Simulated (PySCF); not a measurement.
[Y(NH2)3] (charge 0, multiplicity 1)

These are TPSSh-D3(BJ)/def2-TZVP // r2SCAN-D4/def2-SVP (PySCF) values and carry that method's errors.

```yaml
HOMO: -5.53 eV
dipole_moment: 0.01 D
HOMO–LUMO gap: 4.20 eV
LUMO: -1.33 eV
charge on the central atom (Mulliken): 1.44 e
total_energy: -206.3725 Ha
cost: very roughly 4 core-minutes
```

```xyz
10

Y     -0.1204    -0.1182     0.1085
N      0.9833     0.3607    -1.6817
H      0.8133     1.1344    -2.3284
H      1.7887    -0.1336    -2.0721
N     -1.7951     1.1089     0.6943
H     -2.1555     1.9354     0.2118
H     -2.4031     0.9965     1.5085
N      0.4461    -1.8249     1.3004
H      0.0084    -2.1617     2.1610
H      1.2141    -2.4772     1.1261
```
Charge 0, spin multiplicity 1.
